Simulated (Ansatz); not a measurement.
This geometry of ClF₂GeH₆NOSi (13 atoms, charge 0, multiplicity 1) is a first-order saddle point.

Theory: Ansatz, RKS PBE/def2-SVP.

```xyz
13
Properties=species:S:1:pos:R:3
Ge 0.178 0.247 -0.011
O 0.512 -0.136 1.945
H -0.349 -0.272 2.390
Cl 1.471 -1.297 -0.771
F -0.223 1.139 -1.494
F -1.506 -0.153 0.326
N 1.129 1.804 0.775
H 2.135 1.717 0.557
Si 0.485 3.452 0.427
H 0.840 3.897 -0.957
H -0.996 3.372 0.624
H 1.091 4.393 1.431
H 0.875 1.046 1.796
```

(1) Which two structures does it join? (They come from a converged band through this point; their orientation in space is the band's.)

(2) How far does it lie above each of them?

Answers

(1) Bonds broken: Ge1–O2, N7–H13. Bonds formed: O2–H13. ClF2GeH6NOSi becomes ClF2GeH4NSi + H2O.

Image 0:

```xyz
13
Properties=species:S:1:pos:R:3
Ge 0.043 0.121 0.244
O -0.204 -0.019 2.017
H -0.786 -0.795 2.147
Cl 1.864 -0.612 -0.734
F -0.871 1.328 -0.683
F -1.011 -1.239 -0.175
N 1.200 1.853 0.884
H 2.169 1.650 0.593
Si 0.607 3.478 0.300
H 0.755 3.513 -1.184
H -0.787 3.662 0.797
H 1.504 4.516 0.920
H 1.160 1.753 1.912
```

Image 8:

```xyz
13
Properties=species:S:1:pos:R:3
Ge -0.004 0.624 0.058
O 0.816 -0.294 2.196
H 1.276 -1.082 1.837
Cl 1.223 -0.991 -0.739
F -0.739 1.292 -1.390
F -1.415 -0.099 0.833
N 0.714 2.120 0.756
H 1.185 1.979 1.654
Si 0.661 3.718 -0.005
H 1.294 3.711 -1.367
H -0.741 4.247 -0.122
H 1.453 4.609 0.913
H -0.081 -0.626 2.415
```

(2) 0.91 eV above the first and 0.62 eV above the second. This is the barrier of this one path; another mechanism may lie lower. The orbitals stay closed-shell, which can raise the energy where a bond breaks towards radicals; this wasn't checked here.

Time of the run: 6.4 min on 4 threads of Arm Neoverse V2, with other jobs on the host, peak memory 0.24 GiB.
